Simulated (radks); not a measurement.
Results of a calculation; reference values are marked as such.
Q: Al V, 9 electrons, occupied as [He] 2s1 2p5 3d1 (not the ground configuration). Level of theory: scalar-relativistic Kohn-Sham, exchange-only LDA, spin-unpolarised, spherical densities, finite nucleus; Fermi nuclear charge, rms radius 3.061 fm (a radial shooting solver on a logarithmic mesh with Libxc functionals). Some entries of the table are withheld. Estimate them.

| orbital | occ. | eigenvalue (hartree) | r(max) (bohr) |
|---|---|---|---|
| 1s | 2 | (1) | 0.07857 |
| 2s | 1 | -7.06852 | 0.4826 |
| 2p | 5 | (2) | (3) |
| 3s | 0 | -1.95951 | (4) |
| 3p | 0 | -1.64629 | 1.640 |
| 3d | 1 | -1.23255 | 1.618 |

A: 
(1) 1s eigenvalue (hartree): -59.16676
(2) 2p eigenvalue (hartree): -5.74734
(3) 2p r(max) (bohr): 0.4060
(4) 3s r(max) (bohr): 1.563
